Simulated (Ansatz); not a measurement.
Molecule: C2H6Mg, net charge 0, singlet state. SMILES: [Mg]([CH3])[CH3]
Geometry: optimised at B3LYP-D3(BJ)/def2-TZVP (Ansatz, a quantum-chemistry and plane-wave program).

Quantity: atomisation energy (electronic, to ground-state atoms), in kcal/mol. Cores are frozen in the correlated levels unless marked. Open shells are spin-unrestricted. No spin-orbit coupling. No relativistic terms. The coupled-cluster limit lacks core correlation, which all-electron functionals hold. CBS marks a two-point X^-3 extrapolation of the correlation energy; Hartree-Fock from the larger set.

```csv
level,program,atomisation energy (kcal/mol)
HF/def2-SVPD,Ansatz,541.4
PBE-D4/def2-TZVPD,Ansatz + dftd4,713.9
```

Q: What does CCSD(T)/CBS(def2-TZVPPD,def2-QZVPPD) (Ansatz) give?

A: 707.1 kcal/mol, so PBE-D4/def2-TZVPD differs from it by 6.8 kcal/mol.
